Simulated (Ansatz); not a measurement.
Born–Oppenheimer molecular dynamics of FH5OSn (8 atoms, charge 0, multiplicity 1). It starts at the highest image of a converged band, a first-order saddle point between two minima.

Theory: RKS PBE0-D4/def2-SVP (Ansatz 0.2.0).

```json
{
 "ensemble": "NVE (velocity Verlet)",
 "time step": "0.5 fs",
 "steps asked": "200",
 "starting velocities drawn for": "300 K",
 "seed": "4694"
}
```

First frame:

```xyz
8
Properties=species:S:1:pos:R:3
Sn 0.064 -0.148 -0.111
O 0.129 -0.077 2.067
H -0.712 -0.121 2.537
H 1.597 0.250 -0.733
H -0.925 1.277 -0.110
H -0.866 -1.387 -0.831
F 1.049 -1.830 1.031
H 0.629 -1.088 1.876
```

Question: How far do the bonds stretch over the last three quarters of this one trajectory? (Pairs bonded in most of those frames.)

Answer: 
```json
{"bond": "Sn1–H4", "mean (Å)": "1.721", "spread (Å)": "0.036", "shortest": "1.66", "longest": "1.78"}
{"bond": "Sn1–H5", "mean (Å)": "1.714", "spread (Å)": "0.012", "shortest": "1.69", "longest": "1.74"}
{"bond": "Sn1–H6", "mean (Å)": "1.716", "spread (Å)": "0.012", "shortest": "1.69", "longest": "1.74"}
{"bond": "Sn1–F7", "mean (Å)": "1.975", "spread (Å)": "0.043", "shortest": "1.93", "longest": "2.11"}
{"bond": "O2–H3", "mean (Å)": "0.964", "spread (Å)": "0.007", "shortest": "0.95", "longest": "0.98"}
{"bond": "O2–H8", "mean (Å)": "0.973", "spread (Å)": "0.019", "shortest": "0.94", "longest": "1.02"}
```

Pairs bonded in part of these frames only: Sn1–O2 26 %.

Mean temperature of the second half: 585 K. The conserved energy stayed within 0.061 meV per atom of its start (net change 0.054 meV per atom), so the integration is sound. The kinetic energy rose, since the run started high on the potential surface and went downhill. It ends in pieces (FH3Sn + H2O), so much of that is their flight and rotation, not heat. A run of 0.1 ps of so small a system gives no equilibrium averages. The orbitals stay closed-shell, which can raise the energy where a bond breaks towards radicals; this wasn't checked here.

Run time: 10 min on 1 thread of Arm Neoverse V2, on a shared host, peak memory 0.15 GiB.
